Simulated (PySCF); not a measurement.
# Nuclear quadrupole coupling in `C/C=C\CB(OC)OC`

Compound: C6H13BO2.
Structure used (PBE0-D3(BJ)/def2-SVP), in Å, numbered top down from 1:
```xyz
22
C6H13BO2 angstrom
C      2.9540    0.1142   -0.7352
C      2.4780   -0.9903    0.1635
C      1.3597   -0.9580    0.8979
C      0.3824    0.1691    0.9500
B     -0.9612   -0.0670    0.1413
O     -1.1624   -1.2518   -0.4825
C     -2.3235   -1.5551   -1.2108
O     -1.9409    0.8813    0.0612
C     -1.8352    2.1427    0.6556
H      3.1291    1.0525   -0.1809
H      2.2199    0.3440   -1.5261
H      3.8972   -0.1494   -1.2332
H      3.0918   -1.8961    0.2102
H      1.1117   -1.8422    1.4954
H      0.0894    0.3696    1.9992
H      0.8378    1.1115    0.5984
H     -2.0534   -1.7692   -2.2571
H     -2.7916   -2.4588   -0.7892
H     -3.0522   -0.7310   -1.1910
H     -2.7592    2.7026    0.4497
H     -1.7106    2.0771    1.7500
H     -0.9871    2.7206    0.2498
```

Field gradients from the PBE0/pcSseg-1 density (PySCF, non-relativistic), principal values in atomic units, ordered |Vxx| ≤ |Vyy| ≤ |Vzz|:

| atom | Vxx | Vyy | Vzz |
| --- | --- | --- | --- |
| B5 | -0.1015 | -0.2309 | 0.3324 |
| O6 | -0.7969 | -0.8146 | 1.6115 |
| O8 | -0.7481 | -0.9037 | 1.6518 |

Task: Find the asymmetry η = (Vxx − Vyy)/Vzz and the couplings χ = eQV/h (234.96 MHz × Q in barn × V in au), with Q(11B) = 0.04059 b, Q(17O) = −0.0256 b.

Result: 
| atom | environment | nucleus | η | χzz (MHz) | χxx (MHz) | χyy (MHz) |
| --- | --- | --- | --- | --- | --- | --- |
| B5 | three-coordinate boron | 11B | 0.39 | 3.170 | -0.968 | -2.202 |
| O6 | boron-bound oxygen | 17O | 0.01 | -9.69 | 4.79 | 4.90 |
| O8 | boron-bound oxygen | 17O | 0.09 | -9.94 | 4.50 | 5.44 |

The gradient is axial or nearly so (η below 0.05) at O6. The tensor is traceless: Vxx + Vyy + Vzz = 0.

Task: What is Vzz at B5 in SI units (1 au = 9.71736 × 10²¹ V/m²)?

Result: 0.3324 au = 3.230 × 10²¹ V/m².

Task: And the gradient at the other heavy atoms, for which no coupling is worked out here?

Result: 
```tsv
atom	environment	Vzz (au)	η
C1	allylic carbon	0.033	0.74
C2	alkene CH carbon	0.226	0.80
C3	alkene CH carbon	0.267	0.69
C4	sp3 carbon bound to boron	-0.137	0.08
C7	methoxy carbon	0.417	0.09
C9	methoxy carbon	0.397	0.06
```

Task: What couplings would deuterons (Q(2H) = 0.00286 b) have in place of the hydrogens, at this geometry?

Result: 
```
atom  bonded to  bond length (Å)  Vzz (au)     η  χzz (kHz)
 H10         C1            1.104    0.2891  0.02        194
 H11         C1            1.103    0.2891  0.02        194
 H12         C1            1.099    0.2960  0.03        199
 H13         C2            1.095    0.3038  0.08        204
 H14         C3            1.096    0.3016  0.08        203
 H15         C4            1.108    0.2854  0.05        192
 H16         C4            1.104    0.2891  0.05        194
 H17         C7            1.102    0.2833  0.07        190
 H18         C7            1.102    0.2835  0.08        190
 H19         C7            1.100    0.2783  0.08        187
 H20         C9            1.100    0.2857  0.07        192
 H21         C9            1.103    0.2782  0.09        187
 H22         C9            1.104    0.2780  0.09        187
```

Geometry: PBE0-D3(BJ)/def2-SVP, one conformer, isolated molecule. The basis is small and wasn't made for field gradients, so the couplings can be 20 % off.

The run behind these numbers computed NMR shieldings as well. Hardware: an Intel Xeon 6975P-C with one thread, no GPU, shared host. Cost: 33 s, 1.0 GiB resident at most.
